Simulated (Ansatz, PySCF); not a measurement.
Dissociation curve of PH, triplet.

Levels of theory: UKS-PBE0 = Ansatz (an electronic-structure program) with unrestricted PBE0/def2-TZVP; ROCCSD = CCSD on ROHF/def2-TZVP, frozen core in Ansatz; UKS-M06-2X/6-31G* = unrestricted M06-2X/6-31G*, spherical d in PySCF.

Energies are in kJ/mol, each relative to the lowest point of its own curve near equilibrium.

| R / Å | UKS-PBE0 | ROCCSD | UKS-M06-2X/6-31G* |
|---|---|---|---|
| 1.08 | 219.4 | 218.3 | 225.4 |
| 1.14 | 133.9 | 132.6 | 136.7 |
| 1.22 | 60.3 | 59.2 | 60.7 |
| 1.26 | 36.6 | 35.7 | 36.5 |
| 1.32 | 13.7 | 13.0 | 13.1 |
| 1.37 | 3.6 | 3.3 | 3.2 |
| 1.43 | 0.0 | 0.0 | 0.0 |
| 1.47 | 1.6 | 1.8 | 2.0 |
| 1.52 | 7.1 | 7.5 | 8.1 |
| 1.55 | 12.0 | 12.5 | 13.3 |
| 1.67 | 39.7 | 40.1 | 42.2 |
| 1.74 | 59.9 | 59.8 | 62.8 |
| 1.91 | 114.4 | 111.8 | 117.3 |
| 2.15 | 190.4 | 181.8 | 191.1 |
| 2.36 | 240.5 | 231.4 | 239.0 |
| 2.58 | 271.8 | — | 269.6 |
| 2.85 | 291.5 | — | 289.2 |
| 3.10 | 300.3 | — | 297.8 |
| 3.51 | 306.1 | — | 304.3 |
| 3.91 | 308.0 | — | 307.1 |
| 4.29 | 308.7 | — | 307.8 |
| 5.05 | 309.0 | — | 308.2 |
| 5.61 | 309.1 | — | 308.2 |

At the longest distance, 5.61 Å, UKS-PBE0 lies highest above its minimum (309.1 kJ/mol) and UKS-M06-2X/6-31G* lowest (308.2 kJ/mol).

A dash means that the run gave no value there, or that the column was ended at a point which the program doubted or which failed a test of continuity chosen for this set; such a test can also cut sound points.

The unrestricted determinant behind UKS-PBE0, UKS-M06-2X/6-31G* is spin-contaminated at 2.15 to 5.61 Å (<S²> up to 3.0, against 2.00 for a pure triplet). The T1 diagnostic of CCSD on the restricted reference of ROCCSD exceeds 0.045 at 2.15 to 2.58 Å.
